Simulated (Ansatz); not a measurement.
System: sum formula SiN$_{3}$H$_{6}$ (charge -1, singlet). It need not be the lowest isomer of its formula. Whether it binds its extra electron was not tested at this geometry. 
Coordinates optimised at B3LYP-D3(BJ)/def2-TZVP (Ansatz, a quantum-chemistry and plane-wave program):
SMILES: N[Si-](N)N
```xyz
10

Si    -0.2208     0.1067     0.5794
N     -0.3404     1.4700    -0.6443
N     -0.7897    -1.3988    -0.2910
N      1.5529    -0.2579     0.3509
H     -1.2654     1.8877    -0.6800
H     -0.0782     1.2122    -1.5992
H     -0.5569    -1.4179    -1.2869
H     -1.7925    -1.5265    -0.2164
H      2.0884     0.5824     0.1577
H      1.7365    -0.9245    -0.3966
```
Charge -1, spin multiplicity 1.

Basis-set convergence of Hartree-Fock and CCSD correlation energies (hartree) with Ansatz. Correlated levels leave the core frozen unless marked. No spin-orbit coupling. Non-relativistic.

```csv
basis,functions,E(HF),"E(corr, CCSD)"
aug-cc-pV(D+d)Z,155,-455.84016,-0.71661
aug-cc-pV(T+d)Z,331,-455.89675,-0.83947
aug-cc-pV(Q+d)Z,605,-455.90968,-0.87657
```

Extrapolating the two largest sets (X = 3 and 4) as X^-3: E(corr) = (64·(-0.87657) - 27·(-0.83947))/37 = -0.9036 Eh, an estimate of the basis-set limit. The largest set recovers 97.0 % of it, the smallest 79.3 %.
